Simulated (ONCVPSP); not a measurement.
Before and after: ONCV potential for Ag (Z = 47)

```
Element                 : silver
Generator               : ONCVPSP 4.0.1
Type                    : optimised norm-conserving Vanderbilt (ONCV)
Functional              : PBEsol
Relativity              : scalar-relativistic
Frozen core             : [Ar] 3d10
Valence charge          : 19
Reference configuration : 4s2 4p6 4d10 (charge +1)
Partial waves           : 4s: rc 1.55 bohr, ncon 3, nbas 7, qcut 7.5 1/bohr, 2 projectors, debl 2.6 Ha; 4p: rc 1.60 bohr, ncon 3, nbas 6, qcut 9.8 1/bohr, 1 projector; 4d: rc 1.70 bohr, ncon 4, nbas 9, qcut 8.1 1/bohr, 2 projectors, debl 2.5 Ha
Local potential         : polynomial inside 1.00 bohr (lpopt 5, dvloc0 -1 Ha)
Core correction         : none
```

In the s channel the program set the typed energies aside and used -3.792, 0.250 Ha.

All-electron outer shells of the reference configuration (PBEsol, scalar-relativistic, ld1.x):

| shell | level (eV) | outermost node (bohr) | outermost maximum (bohr) |
| --- | --- | --- | --- |
| 4s | -103.18 | 0.44 | 0.82 |
| 4p | -66.76 | 0.44 | 0.87 |
| 4d | -15.64 | 0.43 | 1.04 |

Change: fully relativistic. In the s channel the program set the typed energies aside and used -3.790, 0.250 Ha.

Cutoffs: the cutoffs (Ha) at which the residual kinetic energy of the hardest occupied pseudo-wave falls to 1 and 0.1 mHa per electron; they do not see the model core or the augmentation charge, which bear on the density cutoff. Errors are all-electron minus pseudo energies relative to the spin-unpolarised reference configuration.

Q: What does the change do?

A: The potential gets neither clearly harder nor softer (26 Ha and 30 Ha → 26 Ha and 30 Ha); of the 4 tests that both files solve, the error grows in 2 and shrinks in 2 by more than 15 % and 0.3 meV (median size 4.9 → 3.8 meV); neither file shows a bound ghost.

| quantity | base | changed |
| --- | --- | --- |
| cutoff, loose | 26 Ha | 26 Ha |
| cutoff, tight | 30 Ha | 30 Ha |
| loose cutoff by channel | s 19 Ha, p 18 Ha, d 26 Ha | s 19 Ha, p 19 Ha, d 26 Ha |
| bound ghosts | none | none |
| GHOST(+) flags under 300 eV | s at 144.9 eV | s at 144.7 eV |
| error for 4s2 4p6 4d10 5s1, meV [ΔE -7.75 eV] | +2.4 | +0.9 |
| error for 4s2 4p6 4d9, meV [ΔE 22.11 eV] | +0.7 | +2.8 |
| error for 4s2 4p6 4d8, meV [ΔE 58.30 eV] | +17 | +24 |
| error for 4s2 4p6 4d9 5s2, meV [ΔE -3.70 eV] | +7.3 | +4.8 |
| s: phases at 1.57 bohr within 0.05 rad from the reference energy up to (Ha; the scan ends near 5) | 4.5 | 4.5 |
